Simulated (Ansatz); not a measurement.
Consider the atomization: `OBNCS` → B• + C• + 6 H• + N• + O• + S•.

Program: Ansatz. Geometries: PBE0-D4/def2-TZVP. ΔE: electronic, gas phase. CBS: MP2 limit from def2 TZ/QZ plus the TZ coupled-cluster correction, frozen cores. This one scheme is used for every species, atoms too. DFT in def2-TZVPP. B3LYP here is the variant with VWN-RPA as its local correlation; programs differ in this. Open shells (•) are unrestricted, without spin–orbit coupling. Spin–orbit coupling would lower the free atoms: a little for B, C, O, S. One conformer a species, not always the lowest.

```tsv
level	ΔE (kJ/mol)	difference from CCSD(T)/CBS
PBE-D4	4255.3	113.1
r2SCAN-D4	4159.5	17.3
PBE0-D4	4163.9	21.7
B3LYP-D4	4159.9	17.7
ωB97X-V	4163.0	20.8
ωB97M-V	4177.1	34.9
B2PLYP	4108.2	-34.0
PBE	4233.1	90.9
r2SCAN	4154.1	11.9
PBE0	4145.2	3.0
B3LYP	4124.1	-18.1
HF/def2-TZVPP	2947.2	-1195.0
MP2/def2-TZVPP	4104.3	-37.9
SCS-MP2/def2-TZVPP	4084.8	-57.4
CCSD/def2-TZVPP	3957.7	-184.5
CCSD(T)/def2-TZVPP	4025.0	-117.2
HF/def2-QZVPP	2952.9	-1189.3
MP2/def2-QZVPP	4173.5	31.3
SCS-MP2/def2-QZVPP	4162.8	20.6
HF/CBS(def2)	2953.8	-1188.4
MP2/CBS(def2)	4221.5	79.3
CCSD/CBS(def2)	4074.8	-67.4
CCSD(T)/CBS	4142.2	0
```

Largest T1 diagnostic among the species: 0.014.

The D4 term adds +35.8 kJ/mol with B3LYP and +18.7 kJ/mol with PBE0; it sums over pairs of atoms, weighted by their polarisabilities, and B3LYP, whose exchange is more repulsive, gets the larger term. In def2-TZVPP, CCSD(T) changes the Hartree–Fock value by +1077.8 kJ/mol (the triples alone add +67.3 kJ/mol) and MP2 by +1157.2 kJ/mol; breaking electron pairs costs correlation energy, which Hartree–Fock lacks.

For atomizations the MP2-based limit and the directly extrapolated one differ by several kJ/mol either way, and by 10 to 25 for some Ge, Se and Sn compounds, so smaller differences from it don't rank the levels.
